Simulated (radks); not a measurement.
Values are calculated unless marked as measured or tabulated.
Effect of the nuclear size on the antimony ion Sb+, [Kr] 4d10 5s2 5p2. Code: a radial shooting solver on a logarithmic mesh with Libxc functionals. Model: Dirac Kohn-Sham, exchange-only LDA, spin-unpolarised, spherical densities, finite nucleus; open shells are shared between the two j in proportion to 2j + 1; Fermi nuclear charge, rms radius 4.6802 fm. The rms radius is varied about that value; shifts are against it.

rms radius (fm)  total energy shift (eV)  density at nucleus (e/bohr^3)  1s1/2 shift (meV)  2s1/2 shift (meV)  4p1/2 shift (meV)  5s1/2 shift (meV)  5p1/2 shift (meV)  5p3/2 shift (meV)
4.0905                             -1.09                      2.126e+05               -459              -52.9              0.177             -0.215              0.040              0.041
4.2309                            -0.845                      2.114e+05               -354              -40.8              0.137             -0.166              0.031              0.032
4.6802                                 0                      2.081e+05              0.000              0.000              0.000              0.000              0.000              0.000
5.0967                             0.847                      2.053e+05                355               40.9             -0.137              0.166             -0.031             -0.032
5.4197                              1.54                      2.033e+05                648               74.7             -0.250              0.303             -0.056             -0.058

Slopes of the eigenvalues against <r^2> in GHz/fm^2, as finite differences over the two radii next to the reference (eigenvalue slopes, not the field-shift constants of lines): 1s1/2 21200, 2s1/2 2450, 4p1/2 -8.20, 5s1/2 9.95, 5p1/2 -1.85, 5p3/2 -1.91.
